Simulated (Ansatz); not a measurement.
One change: `[SiH3]N([SiH3])[Si]S` becomes `F[Si]N([SiH3])[SiH3]`.

Ansatz, PBE0-D4/def2-TZVP geometries, multiplicity 1. Each molecule was computed in one conformer, which needn't be the lowest.

```
                               property  `[SiH3]N([SiH3])[Si]S`
      LUMO energy (PBE/def2-TZVPP) / eV                   -2.56
     LUMO energy (PBE0/def2-TZVPP) / eV                   -1.79
  LUMO energy (ωB97M-V/def2-TZVPP) / eV                    0.13
  HOMO–LUMO gap (B3LYP/def2-TZVPP) / eV                    4.75
HOMO–LUMO gap (ωB97M-V/def2-TZVPP) / eV                    9.08
      HOMO energy (PBE/def2-TZVPP) / eV                   -5.84
```

(1) Give the same properties after the change, and the shifts. (An estimate is asked.)

Results:

(1) The calculation gave: 
```json
{"property": "LUMO energy (PBE/def2-TZVPP) / eV", "`F[Si]N([SiH3])[SiH3]`": "-2.52", "shift": "0.04"}
{"property": "LUMO energy (PBE0/def2-TZVPP) / eV", "`F[Si]N([SiH3])[SiH3]`": "-1.70", "shift": "0.09"}
{"property": "LUMO energy (ωB97M-V/def2-TZVPP) / eV", "`F[Si]N([SiH3])[SiH3]`": "0.26", "shift": "0.13"}
{"property": "HOMO–LUMO gap (B3LYP/def2-TZVPP) / eV", "`F[Si]N([SiH3])[SiH3]`": "5.32", "shift": "0.57"}
{"property": "HOMO–LUMO gap (ωB97M-V/def2-TZVPP) / eV", "`F[Si]N([SiH3])[SiH3]`": "9.81", "shift": "0.73"}
{"property": "HOMO energy (PBE/def2-TZVPP) / eV", "`F[Si]N([SiH3])[SiH3]`": "-6.27", "shift": "-0.43"}
```

With PBE0 the HOMO falls by 0.52 eV and the LUMO rises by 0.09 eV, so the gap widens by about 0.61 eV. PBE moves the HOMO by -0.43 eV and ωB97M-V by -0.60 eV. The zero-point energy changes by -18.2 kJ/mol with -3 modes.

B3LYP here is the variant with VWN-RPA as its local correlation; programs differ in this.
